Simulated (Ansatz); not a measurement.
`C[N](C)[InH2]` + `N=C(O)O` → `N=C(O)[O][InH2]` + `CNC`  (ligand exchange at the In–N bond)

Isolated molecules relaxed with PBE0-D4/def2-TZVP in Ansatz; ΔE leaves out vibrations. CCSD(T)/CBS is the MP2 limit (def2-TZVPP, def2-QZVPP) plus CCSD(T) − MP2 in def2-TZVPP, frozen cores. Functionals use def2-TZVPP. HSE06 is defined as in plane-wave codes. Elements past krypton have def2 core potentials. For In outer-core shells are correlated without core-valence functions, which leaves a few kJ/mol of doubt a bond. One conformer a species, not always the lowest.

`C[N](C)[InH2]`:

Cartesian coordinates in Å:
```
C -0.373 -1.354 0.231
N -0.018 0.020 -0.001
C 1.403 0.206 -0.119
In -1.363 1.518 -0.147
H -1.456 -1.471 0.318
H -0.032 -2.008 -0.587
H 0.080 -1.742 1.157
H 1.824 -0.378 -0.953
H 1.649 1.256 -0.294
H 1.934 -0.114 0.791
H -2.988 1.012 0.032
H -0.661 3.054 -0.426
```

`N=C(O)O`:

Z-matrix (Å, degrees):
```
C
O 1 1.331
O 1 1.340 2 108.1
N 1 1.264 2 121.7 3 180.0
H 2 0.965 1 105.8 3 180.0
H 3 0.961 1 108.8 2 180.0
H 4 1.013 1 113.5 2 -180.0
```

`N=C(O)[O][InH2]`:

Cartesian coordinates in Å:
```
N 0.706 -0.300 1.395
C -0.381 0.153 0.909
O -1.358 0.538 1.748
O -0.767 0.332 -0.337
In 0.291 -0.104 -2.004
H 1.372 -0.560 0.677
H -1.008 0.381 2.633
H -0.681 0.330 -3.324
H 1.827 -0.769 -1.697
```

`CNC`:

Z-matrix (Å, degrees):
```
C
N 1 1.445
H 1 1.094 2 109.4
H 1 1.092 2 110.0 3 117.9
H 1 1.104 2 114.0 3 -120.2
C 2 1.445 1 112.8 3 65.3
H 2 1.011 1 109.8 3 -171.9
H 6 1.104 2 114.0 1 54.9
H 6 1.094 2 109.4 1 -65.3
H 6 1.092 2 110.0 1 176.8
```

CCSD(T)/CBS gives -8.8 kcal/mol.

Q: Another level gave -8.6 kcal/mol. Which?
A. HSE06-D4/def2-TZVPP
B. BHLYP/def2-TZVPP
C. PBE-D4/def2-TZVPP
D. CAM-B3LYP-D4/def2-TZVPP

A: A. HSE06-D4 -8.6, BHLYP -11.5, CAM-B3LYP-D4 -9.9, PBE-D4 -7.5 kcal/mol.

Largest T1 diagnostic among the species: 0.017.

At CCSD(T), def2-SVP lies +1.2 kcal/mol from the extrapolated value and def2-TZVPP +0.6 kcal/mol. In def2-TZVPP, CCSD(T) changes the Hartree–Fock value by +5.9 kcal/mol (the triples alone add +0.8 kcal/mol) and MP2 by +6.8 kcal/mol.
